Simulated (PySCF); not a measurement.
**Telling isomers of C$_{12}$H$_{9}$F apart by NMR**

- J: B3LYP/pcJ-1 (spin–dipole term left out of most H,H and C,H couplings)
- structure optimised with PBE0-D3(BJ)/def2-SVP
- shieldings: GIAO PBE0/pcSseg-1
- program: PySCF 2.14
- no relativistic terms, single conformer, rapidly exchanging positions averaged, no solvent model

References, each an isolated molecule treated in the same way: 1H (31.27 ppm), 13C (184.41 ppm) vs TMS. Multiplet labels drop J under 1 Hz and among equivalent protons, and merge close values. Unscaled 3J(H,H) run several per cent high. One-bond C–F couplings are unscaled and too large by tens of Hz. Shifts are as computed. Against solution values, carbons near 30 ppm lie about +2 ppm off and those near 130 ppm about +5 ppm (rms about the fit 1.9 ppm; single classes can miss by 10 ppm). Of 1328 compounds with measured shifts, 309 miss one by over three times the rms of a fit or turn the order of signals round; such compounds aren't used in these exercises. Signals without a measured value on file couldn't be tested in this way; 1H shifts scatter by 0.2 ppm about their fit, and single ones miss by 0.5 ppm.

(1) Tabulate the signals of `Fc1ccc(-c2ccccc2)cc1`, `Fc1cccc(-c2ccccc2)c1`, `Fc1ccccc1-c1ccccc1` and their relative energies.

(2) What is the quickest way to tell Fc1ccc(-c2ccccc2)cc1 from Fc1cccc(-c2ccccc2)c1?

(3) What is the quickest way to tell Fc1ccc(-c2ccccc2)cc1 from Fc1ccccc1-c1ccccc1?

(4) What is the quickest way to tell Fc1cccc(-c2ccccc2)c1 from Fc1ccccc1-c1ccccc1?

## Answers

(1) 
| SMILES | carbon types | δC | δH | E rel. (kcal/mol) |
| --- | --- | --- | --- | --- |
| Fc1ccc(-c2ccccc2)cc1 | 3×C 9×CH | 170.1, 146.3, 142.6, 134.7, 134.4, 132.8, 132.8, 120.9 | 7.62 (dd, 2H), 7.59 (m, 2H), 7.57 (m, 2H), 7.47 (m, 1H), 7.24 (dd, 2H) | 0.2 |
| Fc1cccc(-c2ccccc2)c1 | 3×C 9×CH | 170.8, 149.9, 146.2, 135.7, 134.4, 133.5, 133.1, 127.6, 119.5, 119.2 | 7.65 (m, 2H), 7.59 (m, 2H), 7.52 (td, 1H), 7.50 (m, 1H), 7.38 (dd, 1H), 7.31 (ddd, 1H), 7.15 (ddd, 1H) | 0.0 |
| Fc1ccccc1-c1ccccc1 | 3×C 9×CH | 167.2, 141.4, 136.4, 135.1, 134.5, 134.3, 133.8, 133.3, 129.1, 121.3 | 7.70 (m, 2H), 7.56 (m, 2H), 7.53 (m, 1H), 7.48 (m, 1H), 7.44 (m, 1H), 7.32 (m, 1H), 7.27 (m, 1H) | 1.0 |

Energies are electronic energies at PBE0/pcSseg-1 on these geometries, without zero-point or thermal terms, each for the one conformer computed, which needn't be the lowest.

(2) Count the carbon signals: 8 against 10. The first has a substituted aromatic carbon (C) at 142.6 ppm, the second an aromatic CH at 127.6 ppm. Their most deshielded carbons lie at 170.1 and 170.8 ppm.

(3) Count the carbon signals: 8 against 10. The first has a substituted aromatic carbon (C) at 146.3 ppm, the second a substituted aromatic carbon (C) at 134.5 ppm. Their most deshielded carbons lie at 170.1 and 167.2 ppm.

(4) Both give the same number of carbon signals, with the same numbers of each carbon type, so the positions decide. The first has a substituted aromatic carbon (C) at 149.9 ppm, the second a substituted aromatic carbon (C) at 134.5 ppm. Their most deshielded carbons lie at 170.8 and 167.2 ppm.
